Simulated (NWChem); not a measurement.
Program: NWChem. System: B$_{2}$Cl$_{3}$, charge 0, spin multiplicity 2, at a geometry optimised with UPBE0/def2-SVP. The structure started from a generated list of species. Its SCF solution wasn't tested for a lower state. Level: G0W0@UBHandHLYP/def2-TZVP, RI basis def2-tzvp-rifit.

The NWChem input:

```
start mol
memory heap 200 mb stack 700 mb global 1700 mb
geometry units angstroms nocenter noautoz
  Cl     0.000000     0.000000     2.723992
  B      0.000000     0.000000     1.040715
  B      0.000000     0.000000    -0.558938
  Cl     1.533692     0.000000    -1.432846
  Cl    -1.533692     0.000000    -1.432846
  symmetry group C2v
end
basis spherical
  * library def2-tzvp
end
basis "ri basis" bse spherical
  * library def2-tzvp-rifit
end
dft
  xc bhlyp
  odft
  mult 2
  iterations 100
  direct
  tolerances tight
end
task dft energy
gw
  method cdgw
  states alpha occ 4 vir 2
  states beta occ 4 vir 2
end
task dft gw
```

Output (cleaned and shortened):

```
             Northwest Computational Chemistry Package (NWChem) 7.3.0
             --------------------------------------------------------

                                NWChem Input Module
                                -------------------

 Scaling coordinates for geometry "geometry" by  1.889725989
 (inverse scale =  0.529177249)

 Turning off AUTOSYM since
 SYMMETRY directive was detected!

                             Geometry "geometry" -> ""
                             -------------------------

 Output coordinates in angstroms (scale by  1.889725989 to convert to a.u.)

  No.       Tag          Charge          X              Y              Z
 ---- ---------------- ---------- -------------- -------------- --------------
    1 Cl                  17.0000     0.00000000     0.00000000     2.72399200
    2 B                    5.0000     0.00000000     0.00000000     1.04071500
    3 B                    5.0000     0.00000000     0.00000000    -0.55893800
    4 Cl                  17.0000     1.53369200     0.00000000    -1.43284600
    5 Cl                  17.0000    -1.53369200     0.00000000    -1.43284600

 Effective nuclear repulsion energy (a.u.)     249.4554536963

            Nuclear Dipole moment (a.u.)
            ----------------------------
        X                 Y               Z
 ---------------- ---------------- ----------------
     0.0000000000     0.0000000000    -0.0000283459

      Symmetry information
      --------------------

 Group name             C2v
 Group number             16
 Group order               4
 No. of unique centers     4

      Symmetry unique atoms

     1    2    3    4


 Summary of "ao basis" -> "" (spherical)
 ------------------------------------------------------------------------------
       Tag                 Description            Shells   Functions and Types
 ---------------- ------------------------------  ------  ---------------------
 *                         def2-tzvp                  on all atoms

 new library libraries.bse/

 Summary of "ri basis" -> "" (spherical)
 ------------------------------------------------------------------------------
       Tag                 Description            Shells   Functions and Types
 ---------------- ------------------------------  ------  ---------------------
 *                      def2-tzvp-rifit               on all atoms

                                 NWChem DFT Module
                                 -----------------

 Summary of "ao basis" -> "ao basis" (spherical)
 ------------------------------------------------------------------------------
       Tag                 Description            Shells   Functions and Types
 ---------------- ------------------------------  ------  ---------------------
 Cl                        def2-tzvp                13       37   5s5p2d1f
 B                         def2-tzvp                11       31   5s3p2d1f

 Summary of "ao basis" -> "ao basis" (spherical)
 ------------------------------------------------------------------------------
       Tag                 Description            Shells   Functions and Types
 ---------------- ------------------------------  ------  ---------------------
 Cl                        def2-tzvp                13       37   5s5p2d1f
 B                         def2-tzvp                11       31   5s3p2d1f

      Symmetry analysis of basis
      --------------------------

        a1         69
        a2         21
        b1         48
        b2         35
[...]
    beta     91     92     93     94     95     96     97     99    100     98
 overlap   0.999  1.000  0.999  0.996  0.998  0.990  0.996  0.937  0.988  0.998

   alpha    101    102    103    104    105    106    107    108    109    110
    beta    101    102    103    104    105    108    106    107    109    110
 overlap   0.951  0.957  0.989  0.986  1.000  0.992  0.998  1.000  1.000  0.998

   alpha    111    112    113    114    115    116    117    118    119    120
    beta    111    112    113    114    115    116    118    117    119    120
 overlap   0.999  0.997  1.000  0.999  0.996  0.993  0.993  1.000  0.996  0.996

   alpha    121    122    123    124    125    126    127    128    129    130
    beta    121    122    123    124    125    126    127    128    129    130
 overlap   1.000  1.000  1.000  1.000  1.000  0.999  1.000  1.000  1.000  1.000

   alpha    131    132    133    134    135    136    137    138    139    140
    beta    131    132    133    134    135    136    137    138    139    140
 overlap   1.000  1.000  1.000  0.999  1.000  0.999  1.000  1.000  0.999  1.000

   alpha    141    142    143    144    145    146    147    148    149    150
    beta    141    142    143    144    145    146    147    148    149    150
 overlap   1.000  0.998  0.998  1.000  1.000  1.000  1.000  1.000  1.000  1.000

   alpha    151    152    153    154    155    156    157    158    159    160
    beta    151    152    153    154    155    156    157    158    159    160
 overlap   1.000  1.000  1.000  1.000  1.000  1.000  1.000  1.000  1.000  1.000

   alpha    161    162    163    164    165    166    167    168    169    170
    beta    161    162    163    164    165    166    167    168    169    170
 overlap   1.000  1.000  1.000  1.000  1.000  1.000  1.000  1.000  1.000  1.000

   alpha    171    172    173
    beta    171    172    173
 overlap   1.000  1.000  1.000

     --------------------------
     Expectation value of S2:
     --------------------------
      <S2> =      0.7541 (Exact =     0.7500)

 center of mass
 --------------
 x =   0.00000000 y =   0.00000000 z =   0.00519529

 moments of inertia (a.u.)
 ------------------
        1494.209924948665           0.000000000000           0.000000000000
           0.000000000000        2081.679421992861           0.000000000000
           0.000000000000           0.000000000000         587.469497044196

     Multipole analysis of the density
     ---------------------------------

     L   x y z        total         alpha         beta         nuclear
     -   - - -        -----         -----         ----         -------
     0   0 0 0     -0.000000    -31.000000    -30.000000     61.000000

     1   1 0 0     -0.000000      0.000000     -0.000000      0.000000
     1   0 1 0     -0.000000     -0.000000     -0.000000      0.000000
     1   0 0 1      1.005967     -0.030595      1.036591     -0.000028

     2   2 0 0    -37.106012   -162.285913   -160.416607    285.596508
     2   1 1 0      0.000000      0.000000      0.000000      0.000000
     2   1 0 1      0.000000     -0.000000      0.000000      0.000000
     2   0 2 0    -36.650357    -19.819815    -16.830542      0.000000
     2   0 1 1     -0.000000     -0.000000     -0.000000      0.000000
     2   0 0 2    -34.998884   -382.862828   -376.788455    724.652399

 Task  times  cpu:       43.4s     wall:       43.4s

                                NWChem Input Module
                                -------------------

                                 NWChem GW Module
                                 ----------------

                             ***********************
                             ***        GW       ***
                             ***********************

 Summary of "ri basis" -> "ri basis" (spherical)
 ------------------------------------------------------------------------------
       Tag                 Description            Shells   Functions and Types
 ---------------- ------------------------------  ------  ---------------------
 Cl                     def2-tzvp-rifit             29      113   9s7p6d5f2g
 B                      def2-tzvp-rifit             22       76   8s6p4d3f1g

                 Memory Information
                 ------------------
          Available GA per process is          1699.5 MBs
          Available stack per process is        700.0 MBs
          Available heap per process is           0.0 MBs

          Peak memory in Initialization
              Peak GA per process is                 44.1 MBs
              Peak stack per process is               0.3 MBs
              Peak heap per process is               44.8 MBs
              Memory not in MA per process            0.0 MBs

          Peak memory in CDGW Calculation
              Peak GA per process is                 47.8 MBs
              Peak stack per process is               3.7 MBs
              Peak heap per process is                5.5 MBs
              Memory not in MA per process            0.1 MBs

          Computing 2-center integrals
          Computing Inverse Cholesky factor
          Computing 3-center integrals
          Computing Vxc

          Computing Sigma_x
          Computing W(iw) on the imaginary grid
          Solving quasiparticle equations

                  Alpha Orbitals
          State     Energy (eV)     Error (eV)
          -----------------------------------
@GW        28        -11.671           0.002
@GW        29        -11.426           0.002
@GW        30        -11.321           0.003
@GW        31         -7.986           0.003
@GW        32         -0.440           0.002
@GW        33          1.919           0.002

                   Beta Orbitals
          State     Energy (eV)     Error (eV)
          -----------------------------------
@GW        27        -12.601           0.002
@GW        28        -11.440           0.002
@GW        29        -11.299           0.002
@GW        30        -11.257           0.003
@GW        31         -1.025           0.002
@GW        32         -0.157           0.002

     GW Timing Statistics
   ------------------------
   Init.   :          0.2s
     ERIs  :          4.6s
     Distr.:          0.1s
     Vxc   :          4.3s
   Vmo     :          0.0s
   iW      :         15.8s
   I_n     :          0.0s
   R_n     :          4.3s
   GW total:         29.3s

 Task  times  cpu:       29.3s     wall:       29.3s

 Total times  cpu:       72.7s     wall:       72.7s
```
